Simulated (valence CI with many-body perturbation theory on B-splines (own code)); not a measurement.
**Sc14+: what the settings do**

Computed by valence CI with perturbative core correlation (CI+MBPT): five valence electrons over a frozen Dirac-Fock core [He], a basis of 6 s, 6 p, 5 d, 3 f, 1 g functions for each j, with the one-electron correlation potential Σ1, the two-electron term Σ2, the three-electron term Σ3, Breit, model QED; selected CI, second order for the rest, scaled by the run's own slope (own B-spline code, finite nucleus).

No measured levels were compared; by estimate levels of excited configurations hold to 0.05 to 0.15 % of their energy, terms of the ground configuration to about 0.5 %. Among the levels kept, up to 2400 cm⁻¹ of a level comes from second order outside the variational space, and about a tenth of that is noise between levels of different J, which matters for small intervals.

The reference run has the lowest level 2s2.2p3 4S°_3/2 and an ionisation energy of 925.929 eV. Its largest variational space holds 12395 state functions.

Changed runs:
A. averaging of valence orbitals over low configurations on → off
B. selection threshold (hartree) 2e-08 → 2e-07; averaging of valence orbitals over low configurations on → off
C. three-electron term on → off
D. start configuration 2s2 2p3 → 2s5 (bad on purpose)

Excitation energies of the reference run in cm⁻¹, and shifts in cm⁻¹:

| Level | Reference | A | B | C |
| --- | --- | --- | --- | --- |
| 2s2.2p3 2D°_3/2 | 111679 | +18 | +18 | +351 |
| 2s2.2p3 2D°_5/2 | 122404 | +14 | +14 | +345 |
| 2s2.2p3 2P°_1/2 | 185458 | +22 | +22 | +460 |
| 2s2.2p3 2P°_3/2 | 201011 | +22 | +22 | +443 |
| 2s.2p4 4P_5/2 | 552219 | +42 | +42 | +359 |
| 2s.2p4 4P_3/2 | 577463 | +44 | +44 | +363 |
| 2s.2p4 4P_1/2 | 588608 | +44 | +44 | +370 |
| 2s.2p4 2D_3/2 | 762084 | +48 | +48 | +858 |
| 2s.2p4 2D_5/2 | 764825 | +47 | +47 | +848 |
| 2s.2p4 2S_1/2 | 882998 | +49 | +49 | +1089 |
| 2s.2p4 2P_3/2 | 917803 | +24 | +24 | +1481 |
| 2s.2p4 2P_1/2 | 952734 | +29 | +29 | +1435 |
| Ionisation energy (eV) | 925.929 | -0.002 | -0.002 | +0.094 |

Run D: It gave no result: a shell was given more electrons than it holds. The program said: "a valence shell holds more than 4l+2 electrons".
